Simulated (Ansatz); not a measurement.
Two isomers of CH7FSi3: A = `FC1[SiH2][SiH2][SiH2]1`, B = `F[SiH]1C[SiH2][SiH2]1`.

Calculated with Ansatz (gas phase, PBE0-D4/def2-TZVP geometries, no zero-point term in ΔE). CBS: MP2 limit from def2 TZ/QZ plus the TZ coupled-cluster correction, frozen cores. DFT in def2-TZVPP. B3LYP here is the variant with VWN-RPA as its local correlation; programs differ in this.

Which is lower in electronic energy at CCSD(T)/CBS, and by how much? (Best estimate.)

Computed: B, by 260.2 kJ/mol.

Give E(B) − E(A) in kJ/mol with MP2/def2-TZVPP, CCSD(T)/def2-TZVPP, B2PLYP, HF/def2-TZVPP, CCSD/def2-TZVPP, B3LYP-D4, B3LYP. (Estimate.)

Ansatz gave: MP2/def2-TZVPP -270.1, CCSD(T)/def2-TZVPP -256.2, B2PLYP -256.5, HF/def2-TZVPP -263.2, CCSD/def2-TZVPP -258.6, B3LYP-D4 -247.7, B3LYP -248.5. None reverses the order clearly.

Largest T1 diagnostic: 0.014.

From PBE to PBE0 (25 % exact exchange), in def2-TZVPP and without D4, E(B) − E(A) moves by −10.4 kJ/mol.
